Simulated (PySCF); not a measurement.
C6H10, SMILES C(#C)CCCC.

Geometry: PBE-D3(BJ)/def2-SVP. The values are those of a single conformer.

Calculation: PBE/def2-TZVP run with PySCF.

Computed frontier levels, gap, dipole moment and polarisability:
The highest occupied level comes out as -6.35 eV, the lowest empty level is -0.11 eV and the orbital gap is 6.25 eV. The dipole moment comes out as 0.79 D. The quadrupole, principal values (traceless, Buckingham form, about the centre of nuclear charge) is -2.56, -2.19, 4.74 D·Å and the mean static polarisability comes out as 73.0 bohr³ (10.82 Å³). The polarisability, principal values is 61.4, 68.1, 89.5 bohr³.
